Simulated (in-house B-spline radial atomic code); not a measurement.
Orbital energies and mean radii along the 9-electron series, configuration [He] 2s2 2p5. The effective charge is n√(-2ε), a non-relativistic measure. Computed with a radial B-spline atomic code at the basis-set limit: Dirac-Hartree-Fock, average of the configuration, finite nuclei.

```csv
ion,Z,energy of 2p1/2 (Eh),mean radius of 2p1/2 (bohr),energy of 2s1/2 (Eh),mean radius of 2s1/2 (bohr),energy of 1s1/2 (Eh),mean radius of 1s1/2 (bohr),energy of 2p3/2 (Eh),mean radius of 2p3/2 (bohr),effective charge of 2p1/2
Fe17+,26,-50.58,0.22423,-54.517,0.25785,-288.73,0.058307,-50.082,0.22692,20.116
Co18+,27,-55.839,0.21418,-59.966,0.24685,-313.46,0.056052,-55.248,0.21696,21.135
Ni19+,28,?,?,?,?,?,?,?,?,?
Cu20+,29,?,?,?,?,?,?,?,?,?
Zn21+,30,-73.205,0.18867,-77.911,0.21868,-394.02,0.050191,-72.259,0.19171,24.2
Ga22+,31,-79.528,0.18141,-84.429,0.21061,-423,0.04849,-78.433,0.18454,25.223
```

**Question.** Fill in the row of Ni19+.

**Answer.** energy of 2p1/2 (Eh): -61.362; mean radius of 2p1/2 (bohr): 0.20498; energy of 2s1/2 (Eh): -65.68; mean radius of 2s1/2 (bohr): 0.23671; energy of 1s1/2 (Eh): -339.25; mean radius of 1s1/2 (bohr): 0.053958; energy of 2p3/2 (Eh): -60.667; mean radius of 2p3/2 (bohr): 0.20784; effective charge of 2p1/2: 22.156.

**Question.** Fill in the row of Cu20+.

**Answer.** energy of 2p1/2 (Eh): -67.15; mean radius of 2p1/2 (bohr): 0.1965; energy of 2s1/2 (Eh): -71.662; mean radius of 2s1/2 (bohr): 0.22735; energy of 1s1/2 (Eh): -366.1; mean radius of 1s1/2 (bohr): 0.05201; energy of 2p3/2 (Eh): -66.337; mean radius of 2p3/2 (bohr): 0.19945; effective charge of 2p1/2: 23.178.

**Question.** How does the screening of 2p1/2 change?

**Answer.** Z less the effective charge goes from 5.88 at Z = 26 to 5.78 at Z = 31.
